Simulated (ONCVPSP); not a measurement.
u(r) = r·R(r): atom against pseudo-atom (Al)

Columns: radius, all-electron u(r) and pseudo u(r) of the 2s shell (level -109.52 eV) of aluminium in the configuration [He] 2s2 2p6 3s1 3p2; PBE, non-relativistic, ONCV scheme, ONCVPSP 4.0.1.

```
r (bohr)  all-electron  pseudo
   0.062       -0.5972  0.2542
   0.125       -0.3140  0.4996
   0.188        0.1808  0.7203
   0.250        0.6266  0.9041
   0.312        0.9577  1.0482
   0.375        1.1713  1.1510
   0.438        1.2799  1.2100
   0.500        1.3088  1.2278
   0.562        1.2835  1.2112
   0.625        1.2210  1.1653
   0.688        1.1362  1.0977
   0.750        1.0414  1.0170
   0.812        0.9427  0.9285
   0.875        0.8432  0.8358
   0.938        0.7480  0.7446
   1.000        0.6604  0.6590
   1.062        0.5799  0.5794
   1.125        0.5057  0.5056
   1.188        0.4392  0.4392
   1.250        0.3810  0.3810
   1.312        0.3294  0.3294
   1.375        0.2835  0.2835
   1.438        0.2434  0.2434
   1.500        0.2090  0.2090
   1.562        0.1792  0.1792
   1.625        0.1531  0.1531
```

Question: How many radial nodes do the two functions have?

Answer: The all-electron 2s function has n − l − 1 = 1; the pseudo-wave has 0, since the states of the same l below it are removed with the core.

Question: At about which radius was the pseudo-wave matched?

Answer: 1.25 bohr. The columns agree to 0.0005 from 1.06 bohr on; several derivatives are matched, so the curves merge somewhat inside the radius.

Question: Is the pseudo-wave norm-conserving?

Answer: Yes: the ONCV scheme keeps the norm inside the radius equal to the all-electron one, which fixes the energy derivative of the logarithmic derivative at the level.
